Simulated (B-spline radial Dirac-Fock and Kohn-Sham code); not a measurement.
Two-hole binding energies of As⁷⁺

System: As⁷⁺ in the configuration 1s2 2s2 2p6 3s2 3p6 3d8.

The computed values come from a radial finite-basis atomic code: ΔSCF Dirac-Fock with Breit, self-energy and vacuum polarisation, finite nucleus, configuration average. U is the two-hole binding energy less the two single-hole energies, the effective repulsion of the holes after relaxation. Each two-hole energy is an average over J within one jj subconfiguration.

| holes | E(a) (eV) | E(b) (eV) | E(ab) (eV) | U (eV) |
| --- | --- | --- | --- | --- |
| 1s⁻² | 12021.1 | 12021.1 | 24535.4 | 493.2 |
| 1s⁻¹ 2p3/2⁻¹ | 12021.1 | 1478.5 | 13633.4 | 133.8 |
| 1s⁻¹ 3p1/2⁻¹ | 12021.1 | 288.9 | 12355.9 | 45.9 |
| 1s⁻¹ 3p3/2⁻¹ | 12021.1 | 283.5 | 12349.7 | 45.1 |
| 2s⁻² | 1690.2 | 1690.2 | 3466.9 | 86.5 |
| 2s⁻¹ 2p3/2⁻¹ | 1690.2 | 1478.5 | 3248.0 | 79.3 |
| 2p1/2⁻² | 1514.4 | 1514.4 | 3131.9 | 103.2 |
| 2p1/2⁻¹ 2p3/2⁻¹ | 1514.4 | 1478.5 | ? | ? |
| 2p3/2⁻² | 1478.5 | 1478.5 | 3053.3 | 96.3 |
| 2s⁻¹ 3p3/2⁻¹ | 1690.2 | 283.5 | 2014.2 | 40.5 |
| 2p1/2⁻¹ 3p3/2⁻¹ | 1514.4 | 283.5 | 1839.4 | 41.5 |
| 2p3/2⁻¹ 3p1/2⁻¹ | 1478.5 | 288.9 | 1809.3 | 41.9 |
| 3p1/2⁻² | 288.9 | 288.9 | 613.6 | 35.8 |
| 3p3/2⁻² | 283.5 | 283.5 | 601.0 | 34.0 |

Problem. Give the missing two-hole energy and U.

Solution. E(ab) = 3088.0 eV and U = 95.1 eV.

Run: 15 s of CPU time on 1 thread of Neoverse-V2 (shared host), peak memory 0.36 GiB.
